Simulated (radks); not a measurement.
Results of a calculation; reference values are marked as such.
Excited configurations of the ytterbium ion Yb27+: one electron is placed in a higher orbital outside [Kr] 4d6. The ground configuration is [Kr] 4d7. Level of theory: scalar-relativistic Kohn-Sham, r2SCAN, spin-unpolarised, spherical densities, finite nucleus; meta-GGA in the generalised Kohn-Sham scheme; Fermi nuclear charge, rms radius 5.3108 fm (a radial shooting solver on a logarithmic mesh with Libxc functionals). Excitation = E - E(ground); binding = E(ion) - E, where the ion is the core of charge +28; n* = 28/sqrt(2 binding) in atomic units. These energies are relativistic, and a one-electron ion of charge +28 with no core already has n* below n in this formula (scalar-relativistic equation, point nucleus: 5s 4.982, 5p 4.989, 5d 4.995, 5f 4.997, 6d 5.994, 6f 5.997, 7p 6.988, 7f 6.996). The quantum defect is therefore taken as that value minus n*, so that it holds no relativistic shift of the bare ion.

outer orbital  excitation (eV)  binding (eV)  quantum defect  eigenvalue (eV)
5s                      324.81        702.16           1.084          -690.28
5p                      380.83        646.15           0.926          -634.79
5d                      454.28        572.69           0.679          -561.82
5f                      529.47        497.50           0.367          -486.75
6d                      652.23        374.74           0.659          -368.04
6f                      691.16        335.81           0.361          -329.23
7p                      739.13        287.84           0.901          -283.40
7f                      784.74        242.23           0.360          -237.81

The Delta-SCF ionisation energy is 1027.0 eV (NIST Atomic Spectra Database: 1019 eV, theoretical). Self-interaction in the functional shifts the binding energies and quantum defects, so they are the method's values and not measured ones. Spin polarisation and multiplet splitting are left out, so open shells lie too high by an amount that depends on their filling. Spin-orbit splitting is averaged out at the scalar-relativistic level.

Beside tabulated values, note that spin-unpolarised runs miss the spin-polarisation part of the exchange energy of open shells.
